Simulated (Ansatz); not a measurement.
Harmonic frequencies (cm⁻¹) at PBE0-D4/def2-TZVP from Ansatz: 95, 204, 271, 363, 424, 623, 738, 796, 853, 954, 1009, 1022, 1048, 1060, 1172, 1254, 1265, 1270, 1384, 1459, 1486, 2605, 3016, 3061, 3130, 3210, 3850.

Each molecule was computed in one conformer, which needn't be the lowest.

(1) Which molecule is it?
A. `OCBCF`
B. `CB(F)CO`
C. `BC(F)CO`
D. `BC(O)CF`

Results:

(1) A.
